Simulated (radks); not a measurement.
Results of a calculation; reference values are marked as such.
K-, 20 electrons, occupied as [Ar] 4s2.

Level of theory: scalar-relativistic Kohn-Sham, LDA (Slater exchange, Perdew-Wang correlation), spin-polarised, spherical densities, finite nucleus; Fermi nuclear charge, rms radius 3.4349 fm; Watson sphere of charge +1 and radius 3.96 bohr (a radial shooting solver on a logarithmic mesh with Libxc functionals).

Energy parts (eV; the electron-nucleus part includes the sphere):
part                      energy
total                 -16477.186
kinetic                16434.747
electron-nucleus      -39201.844
Hartree                 7159.208
exchange-correlation    -869.297

Orbitals (lengths in bohr, moments of r in powers of bohr):
orbital,occ.,eigenvalue (eV),<r^2>,<r^4>,<r>
1s,2,-3511.480,0.008878,0.0002031,0.08124
2s,2,-352.2312,0.1795,0.05747,0.3890
2p,6,-280.0005,0.1531,0.04922,0.3512
3s,2,-35.2414,1.882,5.961,1.273
3p,6,-18.9470,2.510,11.94,1.448
4s,2,-3.3528,23.95,905.4,4.588

The highest occupied level is 4s at -3.353 eV. The density falls to 0.001 e/bohr^3 at r = 5.39 bohr.
